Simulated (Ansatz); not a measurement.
`CB1O[SiH2]1`, 9 atoms. The species carries charge 0 and has multiplicity 1. All runs use 2 threads of an Arm Neoverse V2 on a shared host. Correlated methods freeze the cores.

Task: How many basis functions does each run have, and how long does it take in Ansatz? direct RPA on PBE orbitals/def2-TZVPP energy; RKS PBE0-D4/def2-QZVPP energy; RKS PBE0-D4/def2-TZVP relaxation (12 steps); RKS PBE0-D4/def2-TZVP frequencies; RKS B2PLYP (frozen core)/def2-TZVPP energy; RKS CAM-B3LYP-D4/def2-TZVPP energy; RHF-CCSD(T)/def2-TZVPP energy; RKS B97M-V/def2-TZVPP energy; RHF-CCSD(T)/def2-SVP energy; RKS PBE0-D4/def2-SVP energy; RKS ωB97M-V/def2-QZVPP energy; RKS ωB97M-V/def2-SVP energy. (Best estimate.)

Result: The calculation gave: Other jobs shared the machine, so times are rough.

| level | job | functions | wall time | peak host memory (GiB) |
| --- | --- | --- | --- | --- |
| RKS PBE0-D4/def2-SVP | energy | 85 | 0.85 s | 0.38 |
| RHF-CCSD(T)/def2-SVP | energy | 85 | 2.1 s | 0.38 |
| RKS CAM-B3LYP-D4/def2-TZVPP | energy | 205 | 2.7 s | 0.42 |
| RKS ωB97M-V/def2-SVP | energy | 85 | 3.8 s | 0.38 |
| direct RPA on PBE orbitals/def2-TZVPP | energy | 205 | 3.9 s | 0.41 |
| RKS B2PLYP (frozen core)/def2-TZVPP | energy | 205 | 4.2 s | 0.42 |
| RKS PBE0-D4/def2-QZVPP | energy | 391 | 6 s | 0.99 |
| RKS B97M-V/def2-TZVPP | energy | 205 | 8.5 s | 0.28 |
| RKS ωB97M-V/def2-QZVPP | energy | 391 | 17 s | 1.2 |
| RKS PBE0-D4/def2-TZVP | relaxation (12 steps) | 160 | 32 s | 0.31 |
| RHF-CCSD(T)/def2-TZVPP | energy | 205 | 49 s | 2.6 |
| RKS PBE0-D4/def2-TZVP | frequencies | 160 | 90 s | 0.38 |
